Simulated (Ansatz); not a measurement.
C8H12O2 (`CC1(C)C(=O)C(C)(C)C1=O`), charge 0, multiplicity 1.

Task: Give a relaxed structure at PBE0-D4/def2-TZVP (Ansatz). (Estimate.)

Result: The calculation gave: 
```xyz
22

C     1.418    1.677   -0.819
C     0.094    1.035   -0.436
C    -1.088    1.952   -0.710
C     0.086    0.398    0.964
O     0.184    0.853    2.064
C    -0.094   -1.035    0.436
C    -1.419   -1.676    0.819
C     1.087   -1.952    0.710
C    -0.086   -0.398   -0.964
O    -0.183   -0.853   -2.064
H     1.563    2.596   -0.248
H     1.418    1.920   -1.884
H     2.267    1.018   -0.623
H    -0.980    2.875   -0.137
H    -2.038    1.490   -0.434
H    -1.126    2.199   -1.773
H    -1.564   -2.596    0.248
H    -2.267   -1.017    0.622
H    -1.418   -1.919    1.884
H     1.125   -2.200    1.773
H     0.980   -2.876    0.136
H     2.038   -1.491    0.435
```
Point group D2h.
This is one stationary point; other conformers may exist.
